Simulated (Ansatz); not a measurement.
Program: Ansatz. Geometries: PBE0-D4/def2-TZVP. ΔE: electronic, gas phase. CCSD(T)/CBS adds triple-zeta CCSD(T) − MP2 to the extrapolated MP2 energy (def2 sets, frozen cores). This one scheme is used for every species. Functionals use def2-TZVPP. B3LYP here is the variant with VWN-RPA as its local correlation; programs differ in this. For Se outer-core shells are correlated without core-valence functions, which leaves a few kJ/mol of doubt a bond. Scalar relativity is left out up to krypton. One conformer a species, not always the lowest.

`S[SiH2][SeH]` + H₂S → `S[SiH2]S` + H₂Se  (ligand exchange at the Si–Se bond)

```json
{"level": "LDA (SPW92)", "ΔE (kcal/mol)": "0.6", "difference from CCSD(T)/CBS": "-0.8"}
{"level": "PBE-D4", "ΔE (kcal/mol)": "1.0", "difference from CCSD(T)/CBS": "-0.4"}
{"level": "revPBE-D4", "ΔE (kcal/mol)": "0.8", "difference from CCSD(T)/CBS": "-0.6"}
{"level": "BLYP-D4", "ΔE (kcal/mol)": "0.8", "difference from CCSD(T)/CBS": "-0.6"}
{"level": "r2SCAN-D4", "ΔE (kcal/mol)": "0.7", "difference from CCSD(T)/CBS": "-0.7"}
{"level": "B97M-V", "ΔE (kcal/mol)": "-0.2", "difference from CCSD(T)/CBS": "-1.6"}
{"level": "PBE0-D4", "ΔE (kcal/mol)": "1.1", "difference from CCSD(T)/CBS": "-0.3"}
{"level": "B3LYP-D4", "ΔE (kcal/mol)": "0.9", "difference from CCSD(T)/CBS": "-0.5"}
{"level": "r2SCANh-D4", "ΔE (kcal/mol)": "0.8", "difference from CCSD(T)/CBS": "-0.6"}
{"level": "r2SCAN0-D4", "ΔE (kcal/mol)": "0.9", "difference from CCSD(T)/CBS": "-0.5"}
{"level": "BHLYP-D4", "ΔE (kcal/mol)": "1.2", "difference from CCSD(T)/CBS": "-0.2"}
{"level": "ωB97X-V", "ΔE (kcal/mol)": "0.7", "difference from CCSD(T)/CBS": "-0.7"}
{"level": "ωB97M-V", "ΔE (kcal/mol)": "0.8", "difference from CCSD(T)/CBS": "-0.6"}
{"level": "B2PLYP", "ΔE (kcal/mol)": "0.8", "difference from CCSD(T)/CBS": "-0.6"}
{"level": "PBE-QIDH", "ΔE (kcal/mol)": "1.1", "difference from CCSD(T)/CBS": "-0.3"}
{"level": "PBE", "ΔE (kcal/mol)": "0.8", "difference from CCSD(T)/CBS": "-0.6"}
{"level": "revPBE", "ΔE (kcal/mol)": "0.9", "difference from CCSD(T)/CBS": "-0.5"}
{"level": "BLYP", "ΔE (kcal/mol)": "0.6", "difference from CCSD(T)/CBS": "-0.8"}
{"level": "PBE0", "ΔE (kcal/mol)": "0.9", "difference from CCSD(T)/CBS": "-0.5"}
{"level": "B3LYP", "ΔE (kcal/mol)": "0.7", "difference from CCSD(T)/CBS": "-0.7"}
{"level": "r2SCANh", "ΔE (kcal/mol)": "0.8", "difference from CCSD(T)/CBS": "-0.6"}
{"level": "r2SCAN0", "ΔE (kcal/mol)": "0.9", "difference from CCSD(T)/CBS": "-0.5"}
{"level": "BHLYP", "ΔE (kcal/mol)": "0.8", "difference from CCSD(T)/CBS": "-0.6"}
{"level": "CAM-B3LYP", "ΔE (kcal/mol)": "0.5", "difference from CCSD(T)/CBS": "-0.9"}
{"level": "LC-ωPBE", "ΔE (kcal/mol)": "0.6", "difference from CCSD(T)/CBS": "-0.8"}
{"level": "RPA@PBE/def2-TZVPP", "ΔE (kcal/mol)": "1.0", "difference from CCSD(T)/CBS": "-0.4"}
{"level": "HF/def2-SVP", "ΔE (kcal/mol)": "0.8", "difference from CCSD(T)/CBS": "-0.6"}
{"level": "MP2/def2-SVP", "ΔE (kcal/mol)": "1.2", "difference from CCSD(T)/CBS": "-0.2"}
{"level": "CCSD/def2-SVP", "ΔE (kcal/mol)": "0.8", "difference from CCSD(T)/CBS": "-0.6"}
{"level": "CCSD(T)/def2-SVP", "ΔE (kcal/mol)": "0.8", "difference from CCSD(T)/CBS": "-0.6"}
{"level": "HF/def2-TZVPP", "ΔE (kcal/mol)": "0.9", "difference from CCSD(T)/CBS": "-0.5"}
{"level": "MP2/def2-TZVPP", "ΔE (kcal/mol)": "1.3", "difference from CCSD(T)/CBS": "-0.1"}
{"level": "SCS-MP2/def2-TZVPP", "ΔE (kcal/mol)": "1.1", "difference from CCSD(T)/CBS": "-0.3"}
{"level": "CCSD/def2-TZVPP", "ΔE (kcal/mol)": "1.0", "difference from CCSD(T)/CBS": "-0.4"}
{"level": "HF/def2-QZVPP", "ΔE (kcal/mol)": "0.8", "difference from CCSD(T)/CBS": "-0.6"}
{"level": "MP2/def2-QZVPP", "ΔE (kcal/mol)": "1.5", "difference from CCSD(T)/CBS": "0.1"}
{"level": "SCS-MP2/def2-QZVPP", "ΔE (kcal/mol)": "1.2", "difference from CCSD(T)/CBS": "-0.2"}
{"level": "HF/CBS(def2)", "ΔE (kcal/mol)": "0.8", "difference from CCSD(T)/CBS": "-0.6"}
{"level": "MP2/CBS(def2)", "ΔE (kcal/mol)": "1.6", "difference from CCSD(T)/CBS": "0.2"}
{"level": "CCSD/CBS(def2)", "ΔE (kcal/mol)": "1.4", "difference from CCSD(T)/CBS": "0.0"}
{"level": "CCSD(T)/CBS", "ΔE (kcal/mol)": "1.4", "difference from CCSD(T)/CBS": "0"}
```

Largest T1 diagnostic among the species: 0.011.

Leaving LDA and LC-ωPBE aside and taking each functional with its dispersion term where it has one, the values spread over 1.4 kcal/mol, from B97M-V to BHLYP-D4.
